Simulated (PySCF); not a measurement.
**Relaxation of singlet PbSBr2**

Method: PySCF, B3LYP, basis Pb def2-SVP with ECP60, S def2-SVP, Br def2-SVP (scalar-relativistic core potentials, no spin–orbit coupling, density fitting). A (50,194) grid was used.

A hand-made T-shaped (ligand arrangement 1) start, of Cs symmetry, held to at least that symmetry:

Coordinates in bohr (charge 0 multiplicity 1):
```
Pb   -0.6191    0.0000   -1.0131
S    -4.9439    0.0000   -0.8622
Br   -0.6191    0.0000    3.8623
Br    4.2534    0.0000   -0.8431
```

**Question.** What does it relax to?

**Answer.** It ends at C2v with Pb–Br 2.606 Å (×2), Pb–S 2.334 Å; Br–Pb–Br 102.9°, Br–Pb–S 128.6° (×2) (after a last refinement on a finer grid). The frequency run here used a shortcut that can spoil soft modes, so no verdict on minimum or saddle point is given. Other isomers or separated fragments may lie lower.

**Question.** How much energy is released, and in how many steps?

**Answer.** 112.2 kJ/mol in 11 steps.

Spin–orbit coupling, left out here, can matter for elements this heavy.

The relaxation took about 2 core-minutes on a shared host.
